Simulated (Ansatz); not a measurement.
Reaction (formal hydrolysis of a Mo–Cl bond): `C[O][Mo]([OH])([F])([F])([Cl])[O]C` + H₂O → `C[O][Mo]([OH])([OH])([F])([F])[O]C` + HCl

Gas-phase electronic energies from Ansatz, PBE0-D4/def2-TZVP geometries. CCSD(T)/CBS is the MP2 limit (def2-TZVPP, def2-QZVPP) plus CCSD(T) − MP2 in def2-TZVPP, frozen cores. This one scheme is used for every species. DFT in def2-TZVPP. B3LYP here is the variant with VWN-RPA as its local correlation; programs differ in this. def2 core potentials past Kr. For Mo outer-core shells are correlated without core-valence functions, which leaves a few kJ/mol of doubt a bond. Each species was taken in one conformer, which may not be the lowest.

`C[O][Mo]([OH])([F])([F])([Cl])[O]C`:

Z-matrix (Å, degrees):
```
Mo
Cl 1 2.344
O 1 1.818 2 101.9
C 1 2.967 2 110.5 3 -18.5
F 1 1.869 2 82.9 3 -84.8
O 1 1.813 2 84.7 3 95.1
O 1 1.892 2 171.5 3 -145.8
F 1 1.874 2 90.6 3 -170.9
H 4 1.094 1 92.6 2 -64.5
H 4 1.095 1 96.7 2 -174.3
H 4 1.091 1 134.7 2 58.6
C 6 1.392 1 148.1 2 17.7
H 7 0.964 1 114.7 2 -21.2
H 12 1.095 6 108.7 1 -22.9
H 12 1.093 6 109.1 1 96.8
H 12 1.092 6 109.0 1 -143.2
```

H₂O:

```xyz
3

O     0.274    0.265    0.077
H    -0.157    0.098   -0.764
H    -0.117   -0.363    0.687
```

`C[O][Mo]([OH])([OH])([F])([F])[O]C`:

```xyz
17

C     1.110    1.395   -2.172
O     1.048    0.392   -1.209
Mo    0.550    0.018    0.504
O    -0.111    0.102    2.280
O     0.010    1.854    0.409
F     1.210   -1.749    0.549
F     2.190    0.387    1.279
O    -1.040   -0.801    0.037
C    -1.648   -2.000    0.400
H     0.725    2.324   -1.742
H     0.509    1.102   -3.037
H     2.151    1.528   -2.479
H    -1.058    0.142    2.439
H    -0.222    2.256    1.249
H    -2.035   -1.938    1.425
H    -0.914   -2.811    0.353
H    -2.475   -2.202   -0.284
```

HCl:

Cartesian coordinates in Å:
```
Cl -0.078 0.402 -0.491
H 0.078 -0.402 0.491
```

| level | ΔE (kJ/mol) |
| --- | --- |
| r2SCAN-D4 | 36.8 |
| B97M-V | 36.4 |
| B3LYP-D4 | 38.1 |
| BHLYP-D4 | 38.9 |
| ωB97X-V | 31.6 |
| CCSD(T)/def2-SVP | 30.9 |
| CCSD(T)/def2-TZVPP | 35.6 |
| SCS-MP2/def2-QZVPP | 50.7 |

Task: What does CCSD(T)/CBS give? (Estimate.)

Result: Computed: +44.4 kJ/mol. The listed levels differ from it by -7.6, -8.0, -6.3, -5.5, -12.8, -13.5, -8.8, 6.3 kJ/mol.

Largest T1 diagnostic among the species: 0.024, so the coupled-cluster value is less sure than usual.

At CCSD(T), def2-SVP lies −13.6 kJ/mol from the extrapolated value and def2-TZVPP −8.8 kJ/mol. In def2-TZVPP, CCSD(T) changes the Hartree–Fock value by +4.4 kJ/mol (the triples alone add +3.7 kJ/mol) and MP2 by +21.5 kJ/mol. Leaving LDA and LC-ωPBE aside and taking each functional with its dispersion term where it has one, the values, not all of them listed here, spread over 13.8 kJ/mol, from CAM-B3LYP-D4 to PBE-QIDH.

CCSD(T)/CBS has its own doubt, a few kJ/mol and more with outer-core shells, so smaller differences from it don't rank the levels.
